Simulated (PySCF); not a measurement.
Molecule: SMILES CC[SiH2]P, C₂H₉PSi.

Bonds (- single, = double, # triple, : aromatic): C1-C2, C2-Si3, Si3-P4. C1 carries H5, H6, H7; C2 carries H8, H9; Si3 carries H10, H11; P4 carries H12, H13.

Coordinates of the point at 0° (Å):
```xyz
13

C    -2.009   -0.087    0.453
C    -0.766    0.380   -0.296
Si    0.822   -0.564    0.202
P     0.276   -2.078    1.766
H    -2.883    0.487    0.151
H    -1.876    0.030    1.527
H    -2.209   -1.139    0.252
H    -0.936    0.275   -1.369
H    -0.620    1.445   -0.115
H     1.797    0.339    0.828
H     1.449   -1.164   -0.986
H    -0.266   -2.997    0.885
H     1.505   -2.712    1.754
```

The dihedral C1–C2–Si3–P4 is held at the listed angle and the rest relaxed with GFN2-xTB; GIAO PBE0/pcSseg-1 (PySCF 2.14.0 with density-fitted response routines, gas phase, non-relativistic), single atoms without averaging; energies are PBE0/pcSseg-1 single points on these structures.

Referencing at the same level of theory: TMS for ¹³C (σ = 186.93 ppm), ²⁹Si (σ = 349.16 ppm), ¹H (σ = 31.72 ppm); ³¹P (σ = 318.38 ppm) against H3PO4.

Task: How do the shifts follow the torsion?

Result: 
```tsv
angle (°)	E rel. (kcal/mol)	C2	Si3	P4	H6	H7	H8	H9	H10
0	2.0	0.1	-44.3	-312.5	1.28	0.72	0.80	0.95	4.32
30	0.9	3.7	-44.3	-313.6	1.00	0.97	0.74	1.00	4.27
60	0.0	7.0	-43.1	-312.2	0.90	1.36	0.65	1.03	4.14
90	0.8	6.7	-42.0	-307.6	0.98	1.24	0.58	1.06	3.98
120	1.5	6.1	-41.7	-307.1	1.05	1.14	0.64	1.05	3.94
150	0.6	8.1	-43.4	-308.6	1.07	1.08	0.78	0.93	4.02
180	0.0	9.2	-43.5	-307.8	1.03	1.05	0.93	0.79	4.15
210	0.8	7.2	-41.6	-305.0	1.01	1.03	1.07	0.66	4.27
240	1.5	5.4	-41.2	-306.9	1.01	1.02	1.17	0.62	4.31
270	0.6	6.7	-43.2	-311.1	0.96	0.95	1.12	0.69	4.32
300	0.0	7.3	-45.1	-310.9	0.82	0.82	0.95	0.74	4.32
330	1.0	2.8	-44.1	-310.9	1.05	0.79	0.86	0.83	4.32
```

Task: Weight the points by Boltzmann factors at 298 K (these energies, one coordinate only). How far do the averages lie from the lowest point?

Result: C2 7.1 (lowest point 7.0), Si3 -43.5 (lowest point -43.1), P4 -309.9 (lowest point -312.2), H6 0.95 (lowest point 0.90), H7 1.06 (lowest point 1.36), H8 0.85 (lowest point 0.65), H9 0.85 (lowest point 1.03), H10 4.20 (lowest point 4.14) ppm. The lowest point, 60°, carries 21 % of the weight. A 30° grid can miss a minimum, and energy differences under about 1 kcal/mol are within the error of this level.
